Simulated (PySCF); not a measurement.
Molecule: SMILES C1C[C@@H](C(F)F)O1, C$_{4}$H$_{6}$F$_{2}$O.

Geometry:
| atom | x (Å) | y (Å) | z (Å) |
| --- | --- | --- | --- |
| F1 | 1.615 | -1.074 | -0.591 |
| C2 | 1.348 | 0.213 | -0.902 |
| F3 | 2.306 | 0.984 | -0.340 |
| C4 | -0.003 | 0.617 | -0.356 |
| C5 | -0.323 | 0.120 | 1.058 |
| C6 | -1.353 | -0.757 | 0.336 |
| O7 | -1.037 | -0.167 | -0.929 |
| H8 | 1.395 | 0.319 | -2.000 |
| H9 | -0.135 | 1.700 | -0.538 |
| H10 | -0.744 | 0.885 | 1.723 |
| H11 | 0.492 | -0.409 | 1.568 |
| H12 | -1.140 | -1.839 | 0.350 |
| H13 | -2.408 | -0.596 | 0.614 |

Spin–spin couplings on one PBE0-D3(BJ)/def2-SVP geometry, PySCF 2.14.0 with density-fitted response routines, gas phase, non-relativistic, equivalent pairs averaged (spin–dipole term only in couplings to heteroatoms); isotopes ¹³C, ¹⁹F, ¹H; functional B3LYP.

Problem. How do the couplings (Hz) change with the basis set? Times are CPU seconds on 1 thread of an Arm Neoverse V2, shared host. Far from the basis limit: pcJ-0, 6-31G*, def2-TZVP, cc-pVTZ.

Solution. 
```
basis set  functions  ¹J(C2,F3)  ¹J(F1,C2)  ¹J(C2,H8)  ¹J(C4,H9)  ¹J(C6,H12)  ¹J(C6,H13)  ¹J(C5,H11)  core-s
    pcJ-0        109     -409.6     -405.6      160.4      133.3       131.3       130.2       127.1      14
   6-31G*        110     -246.1     -245.9      189.5      161.1       159.6       158.9       155.6      13
def2-TZVP        253     -334.4     -338.5      181.1      149.3       148.1       147.6       139.0      54
  cc-pVTZ        294     -291.2     -296.4      170.9      141.7       139.0       138.5       128.8      65
```

The Fermi-contact term samples the wavefunction at the nucleus, which is why sets with added tight s functions (names with J) are made for couplings.
